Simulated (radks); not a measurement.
Problem. The mean radii <r> (bohr) of the occupied orbitals of an atom or ion are listed with their occupations. Method: Dirac Kohn-Sham, PBE, spin-unpolarised, spherical densities, finite nucleus; Fermi nuclear charge, rms radius of each element as measured or else 0.836 A^(1/3) + 0.57 fm; computed with a radial shooting solver on a logarithmic mesh with Libxc functionals.

orbital      occ.      <r>
1s1/2           2  0.06959
2s1/2           2   0.3247
2p1/2           2   0.2880
2p3/2           4   0.2907
3s1/2           2    1.007
3p1/2           2    1.079
3p3/2           4    1.087
3d3/2         0.8    1.490
3d5/2         1.2    1.494
4p1/2    0.333333    3.881
4p3/2    0.666667    3.902

Name the element and its charge. Open shells, if any, are shared by 2j + 1.

Solution. Z = 22, titanium, charge +1: Ti+ in [Ar] 3d2 4p1. The 1s radius gives Z: for a bare nucleus <r> = (2 gamma + 1)/(2Z) with gamma = sqrt(1 - (Z/c)^2), 0.06759 bohr for Z = 22, and screening makes it slightly larger (0.06959 here). The occupations add up to 21, and the charge is Z minus that.
